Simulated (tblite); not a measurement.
Species: C6H14SSi.
SMILES with atom numbers: `[CH3:1]/[CH:2]=[CH:3]/[CH2:4][SiH2:5][S:6][CH2:7][CH3:8]` (hydrogens: H9, H10, H11 on C1; H12 on C2; H13 on C3; H14, H15 on C4; H16, H17 on Si5; H18, H19 on C7; H20, H21, H22 on C8)

Computed with GFN2-xTB (tblite), gas phase: L-BFGS steps from a force-field or distance-geometry start until the largest atomic force falls under 0.01 eV/Å.

Step 34: E = -679.0283 eV
```
atom  x, y, z in Å  |  force x, y, z in eV/Å
C1      4.5190   -0.1474    0.0113   -0.022  -0.023  -0.025
C2      3.1689    0.0551    0.6230    0.053   0.024   0.009
C3      2.0675    0.3169   -0.0598   -0.024  -0.016  -0.042
C4      0.7408    0.5846    0.5546    0.002   0.013  -0.002
Si5    -0.6007   -0.6337    0.0002    0.064  -0.009  -0.002
S6     -2.2878   -0.1815    1.2451   -0.015  -0.033   0.050
C7     -3.6733   -0.5558    0.1152   -0.015   0.058  -0.083
C8     -3.9116    0.5997   -0.8402    0.009  -0.027  -0.003
H9      4.4396   -0.5936   -0.9765   -0.035   0.004  -0.051
H10     5.0203    0.8150   -0.0986    0.049  -0.010   0.047
H11     5.1410   -0.7862    0.6331   -0.009   0.001   0.026
H12     3.1245    0.0275    1.7036    0.036   0.003   0.027
H13     2.0968    0.3560   -1.1412    0.006  -0.009  -0.008
H14     0.8216    0.5664    1.6413    0.023  -0.001   0.055
H15     0.4215    1.5929    0.2794   -0.022   0.037  -0.013
H16    -0.2417   -2.0376    0.1912    0.006  -0.002   0.003
H17    -0.9783   -0.4244   -1.3978    0.003  -0.007  -0.003
H18    -3.4431   -1.4790   -0.4154    0.010   0.015   0.008
H19    -4.5332   -0.7246    0.7618   -0.017   0.036  -0.024
H20    -4.1306    1.5083   -0.2839   -0.013  -0.028   0.013
H21    -3.0237    0.7788   -1.4461   -0.076  -0.010   0.008
H22    -4.7477    0.3820   -1.5018   -0.013  -0.020   0.011
```

Step 35: E = -679.0294 eV
```
atom  x, y, z in Å  |  force x, y, z in eV/Å
C1      4.5182   -0.1477    0.0099   -0.014  -0.024  -0.013
C2      3.1679    0.0534    0.6219    0.042   0.060   0.005
C3      2.0661    0.3165   -0.0609    0.002  -0.036  -0.013
C4      0.7401    0.5865    0.5561    0.037   0.027   0.000
Si5    -0.6008   -0.6318    0.0014    0.069   0.009   0.008
S6     -2.2886   -0.1823    1.2446   -0.032  -0.028   0.052
C7     -3.6737   -0.5563    0.1126    0.007   0.033  -0.037
C8     -3.9123    0.5997   -0.8397   -0.013  -0.019  -0.012
H9      4.4386   -0.5912   -0.9796   -0.025   0.019  -0.037
H10     5.0236    0.8145   -0.0934    0.023  -0.034   0.037
H11     5.1375   -0.7893    0.6318   -0.007  -0.006   0.014
H12     3.1266    0.0301    1.7034    0.026   0.000   0.003
H13     2.0962    0.3511   -1.1428   -0.007  -0.002   0.010
H14     0.8243    0.5686    1.6435    0.014  -0.002   0.019
H15     0.4243    1.5965    0.2808   -0.029   0.017  -0.007
H16    -0.2447   -2.0347    0.1955    0.018  -0.026   0.003
H17    -0.9737   -0.4249   -1.3973   -0.005  -0.002  -0.017
H18    -3.4409   -1.4776   -0.4201    0.003   0.010   0.016
H19    -4.5327   -0.7272    0.7605   -0.009   0.034  -0.041
H20    -4.1288    1.5077   -0.2815   -0.014  -0.025   0.003
H21    -3.0279    0.7771   -1.4499   -0.051   0.000   0.006
H22    -4.7499    0.3806   -1.4983   -0.034  -0.006   0.001
```

Step 36: E = -679.0304 eV
```
atom  x, y, z in Å  |  force x, y, z in eV/Å
C1      4.5174   -0.1484    0.0084    0.003  -0.018   0.000
C2      3.1677    0.0532    0.6211    0.020   0.074  -0.002
C3      2.0651    0.3155   -0.0618    0.028  -0.035   0.019
C4      0.7403    0.5888    0.5575    0.053   0.031   0.006
Si5    -0.5997   -0.6301    0.0027    0.045   0.019   0.017
S6     -2.2897   -0.1835    1.2452   -0.031  -0.026   0.034
C7     -3.6737   -0.5562    0.1098    0.024  -0.002   0.018
C8     -3.9132    0.5994   -0.8396   -0.037  -0.004  -0.020
H9      4.4372   -0.5887   -0.9830   -0.014   0.031  -0.016
H10     5.0267    0.8132   -0.0883    0.004  -0.051   0.022
H11     5.1344   -0.7921    0.6309   -0.008  -0.017  -0.003
H12     3.1288    0.0324    1.7034    0.019   0.003  -0.019
H13     2.0956    0.3469   -1.1440   -0.016   0.001   0.021
H14     0.8269    0.5705    1.6458    0.008   0.002  -0.017
H15     0.4262    1.5999    0.2817   -0.026  -0.005   0.003
H16    -0.2473   -2.0329    0.1990    0.028  -0.038   0.004
H17    -0.9703   -0.4253   -1.3969   -0.008   0.002  -0.016
H18    -3.4386   -1.4761   -0.4240   -0.001   0.005   0.018
H19    -4.5323   -0.7290    0.7585   -0.004   0.030  -0.053
H20    -4.1273    1.5068   -0.2796   -0.017  -0.018  -0.004
H21    -3.0322    0.7757   -1.4533   -0.019   0.011  -0.006
H22    -4.7525    0.3793   -1.4950   -0.051   0.004  -0.008
```

Step 37: E = -679.0314 eV
```
atom  x, y, z in Å  |  force x, y, z in eV/Å
C1      4.5166   -0.1496    0.0069    0.023  -0.008   0.012
C2      3.1681    0.0544    0.6204   -0.002   0.068  -0.006
C3      2.0645    0.3137   -0.0624    0.046  -0.016   0.044
C4      0.7415    0.5916    0.5590    0.049   0.024   0.010
Si5    -0.5979   -0.6278    0.0047    0.006   0.017   0.024
S6     -2.2915   -0.1846    1.2468   -0.014  -0.024   0.005
C7     -3.6730   -0.5562    0.1070    0.031  -0.033   0.061
C8     -3.9147    0.5990   -0.8399   -0.052   0.011  -0.024
H9      4.4354   -0.5851   -0.9870   -0.004   0.038   0.006
H10     5.0301    0.8109   -0.0823   -0.006  -0.056   0.005
H11     5.1310   -0.7956    0.6297   -0.009  -0.033  -0.020
H12     3.1315    0.0349    1.7030    0.012   0.010  -0.031
H13     2.0946    0.3423   -1.1448   -0.020   0.002   0.024
H14     0.8297    0.5727    1.6478    0.006   0.009  -0.043
H15     0.4276    1.6033    0.2824   -0.016  -0.023   0.010
H16    -0.2501   -2.0316    0.2029    0.035  -0.034   0.002
H17    -0.9673   -0.4255   -1.3965   -0.006   0.004  -0.002
H18    -3.4352   -1.4746   -0.4279   -0.003  -0.004   0.019
H19    -4.5318   -0.7309    0.7548   -0.005   0.023  -0.053
H20    -4.1256    1.5056   -0.2775   -0.022  -0.009  -0.011
H21    -3.0373    0.7742   -1.4573    0.009   0.022  -0.021
H22    -4.7565    0.3783   -1.4915   -0.059   0.013  -0.011
```

Q: Estimate the geometry and energy of step 38. (The exact step hangs on the optimiser's Hessian estimate; all steps are aligned on step 37, rigid shifts and turns removed.)

A: E = -679.0325 eV, largest force 0.086 eV/Å
```
atom  x, y, z in Å  |  force x, y, z in eV/Å
C1      4.5158   -0.1511    0.0055    0.037   0.000   0.018
C2      3.1691    0.0568    0.6195   -0.011   0.043  -0.005
C3      2.0642    0.3116   -0.0628    0.048   0.015   0.051
C4      0.7434    0.5950    0.5606    0.024   0.005   0.010
Si5    -0.5961   -0.6248    0.0074   -0.030   0.003   0.023
S6     -2.2939   -0.1855    1.2489    0.011  -0.019  -0.022
C7     -3.6713   -0.5565    0.1044    0.023  -0.046   0.069
C8     -3.9170    0.5984   -0.8406   -0.047   0.016  -0.021
H9      4.4333   -0.5801   -0.9914    0.005   0.038   0.020
H10     5.0338    0.8075   -0.0753   -0.002  -0.043  -0.011
H11     5.1268   -0.8006    0.6277   -0.008  -0.053  -0.032
H12     3.1347    0.0379    1.7021    0.006   0.021  -0.026
H13     2.0929    0.3367   -1.1451   -0.021   0.002   0.021
H14     0.8329    0.5756    1.6495    0.007   0.015  -0.049
H15     0.4291    1.6066    0.2835   -0.003  -0.032   0.013
H16    -0.2527   -2.0305    0.2077    0.038  -0.015  -0.001
H17    -0.9642   -0.4253   -1.3960   -0.002   0.004   0.023
H18    -3.4307   -1.4730   -0.4318   -0.001  -0.017   0.017
H19    -4.5314   -0.7334    0.7494   -0.012   0.011  -0.039
H20    -4.1235    1.5038   -0.2750   -0.029   0.000  -0.022
H21    -3.0431    0.7727   -1.4623    0.021   0.031  -0.032
H22    -4.7626    0.3777   -1.4876   -0.055   0.021  -0.007
```

The energy changes by -0.0011 eV. The first-order estimate −F·Δx gives -0.0014 eV and the mean of the old and new forces, exact on a quadratic surface, -0.0011 eV. The step makes an angle of 74° with the force vector and moves no atom by more than 0.009 Å.

What follows is the cost of the whole relaxation. On Intel Xeon at 2.50 GHz, one thread, no GPU, on a shared host, this took 5.8 s of wall time.
